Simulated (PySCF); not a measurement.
Au(Me)2(acac) (C7H13AuO2), SMILES CC1=CC(C)=[O]->[Au]([CH3])([CH3])[O]1, multiplicity 1. Atoms are numbered in the order given.

```xyz
23

Au     0.0000     0.0000     0.8110
C      0.0000    -1.4248     2.2743
H     -0.8978    -1.3288     2.9004
H      0.8978    -1.3288     2.9004
H      0.0000    -2.3879     1.7446
C      0.0000     1.4248     2.2743
H      0.8978     1.3288     2.9004
H     -0.8978     1.3288     2.9004
H      0.0000     2.3879     1.7446
C      0.0000     2.5041    -2.8308
C      0.0000     1.2625    -1.9680
C      0.0000     0.0000    -2.5942
C      0.0000    -1.2625    -1.9680
C      0.0000    -2.5041    -2.8308
O      0.0000    -1.4937    -0.7172
O      0.0000     1.4937    -0.7172
H      0.0000     2.2796    -3.9052
H     -0.8844     3.1124    -2.5830
H      0.8844     3.1124    -2.5830
H      0.0000     0.0000    -3.6835
H      0.0000    -2.2796    -3.9052
H      0.8844    -3.1124    -2.5830
H     -0.8844    -3.1124    -2.5830
```

Geometry optimised at B3LYP-D3(BJ)/def2-SVP. The spin state was assumed, not searched. The isomer is the one that the SMILES or the coordinates give; other isomers of the formula were not compared. The def2 effective core potentials stand for the cores of Au; spin–orbit coupling is left out. One conformer was computed; it need not be the lowest.

These are TDA-PBE/def2-SVP (PySCF 2.14.0) values and carry that method's errors.

Vertical excitations. Isolated molecule, no solvent. State labels are in the subgroup C2v.

Computed excitation energies, oscillator strengths and character:
| state | symmetry | energy (eV) | λ (nm) | f | main pairs |
|---|---|---|---|---|---|
| S1 | A2 | 3.97 | 313 | 0.000 | HOMO→LUMO+1 100 % |
| S2 | B1 | 4.15 | 299 | 0.001 | HOMO−1→LUMO 100 % |
| S3 | A2 | 4.57 | 271 | 0.000 | HOMO−2→LUMO 99 % |
| S4 | B2 | 4.67 | 265 | 0.055 | HOMO→LUMO 62 %, HOMO−2→LUMO+1 27 % |
| S5 | A2 | 4.98 | 249 | 0.000 | HOMO−3→LUMO 99 % |
| S6 | A1 | 5.04 | 246 | 0.219 | HOMO−1→LUMO+1 88 % |
| T1 | B2 | 3.14 | 395 | 0 | HOMO→LUMO 100 % |
| T2 | A2 | 3.86 | 321 | 0 | HOMO→LUMO+1 99 % |
Triplets are in the Tamm–Dancoff approximation.
